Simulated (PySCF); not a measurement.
selenium hexafluoride (F6Se), SMILES F[Se](F)(F)(F)(F)F. Geometry optimised at ωB97X-D3(BJ)/def2-SVP.

These are PySCF 2.14.0 with ωB97X-D3(BJ)/def2-SVP values and carry that method's errors.

Harmonic wavenumbers (cm⁻¹): 267, 267, 267, 394, 394, 394, 439, 439, 439, 684, 684, 732, 814, 814, 814. Rotational constants (GHz): 2.288, 2.288, 2.288; symmetry number 24.

Question: Work out the zero-point energy and the ideal-gas rigid-rotor harmonic-oscillator thermochemistry at 298.15 K and 1 atm.

Answer: ZPE = ½ Σ hcν = ½ × 7840 cm⁻¹ = 46.89 kJ/mol. H − E(el) = 66.57 kJ/mol. Entropy in J/(mol K): translation 174.38, rotation 89.42, vibration 49.40, total 313.20. G − E(el) = -26.81 kJ/mol. Cp = 109.34 J/(mol K).
